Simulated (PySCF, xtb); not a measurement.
Si(H)2(Br)(Et) (C₂H₇BrSi), SMILES CC[SiH2]Br. Atoms are numbered in the order given.

```xyz
11

Si    -0.1125     1.0821    -0.4814
Br     1.1398    -0.5593     0.4227
C     -1.7817     0.3834    -0.9927
C     -2.6029    -0.2233     0.1513
H     -0.2589     2.1420     0.5541
H      0.6322     1.6214    -1.6516
H     -2.3325     1.2126    -1.4752
H     -1.6017    -0.3642    -1.7848
H     -3.5681    -0.6124    -0.2098
H     -2.8176     0.5224     0.9340
H     -2.0632    -1.0561     0.6286
```
Charge 0, spin multiplicity 1.

The structure is a stationary point at B3LYP-D3(BJ)/def2-SVP. The values are those of a single conformer.

Level of theory: C-PCM-PBE0/def2-SVP (PySCF).

The values are the electrostatic part of the solvation free energy, E(continuum) − E(gas) at the gas-phase geometry, in a cavity of scaled van der Waals radii (PySCF's table); cavitation and dispersion terms are not included. In vacuum the orbital gap is 8.35 eV. The dipole moment in vacuum is 2.08 D.

### Question
Estimate the values in water (ε = 78.36), diethylether (ε = 4.24), tetrahydrofuran (ε = 7.43). (The exact figures need the calculation; the answer reports its results.)

### Answer

```
solvent              ε  ΔG(elec) (kcal/mol)  dipole (D)  gap (eV)
---------------  -----  -------------------  ----------  --------
water            78.36                 -1.8        2.73      8.48
diethylether      4.24                 -1.3        2.55      8.45
tetrahydrofuran   7.43                 -1.5        2.63      8.46
```

For comparison, GFN2-xTB/ALPB(water) (xtb, at the GFN2-xTB geometry, all terms of that model) gives -0.6 kcal/mol.
